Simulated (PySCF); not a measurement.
trichloroethylene (C2HCl3), SMILES ClC=C(Cl)Cl. Geometry optimised at PBE-D3(BJ)/def2-SVP.

Computed equilibrium geometry at PBE-D3(BJ)/def2-SVP (PySCF confirms it by a frequency run) as a Z-matrix, and its point group:
point group Cs.
```
C
C 1 1.3531
H 2 1.0988 1 120.53
Cl 2 1.7210 3 115.98 1 180.00
Cl 1 1.7243 2 123.58 3 180.00
Cl 1 1.7344 2 120.29 3 0.00
```
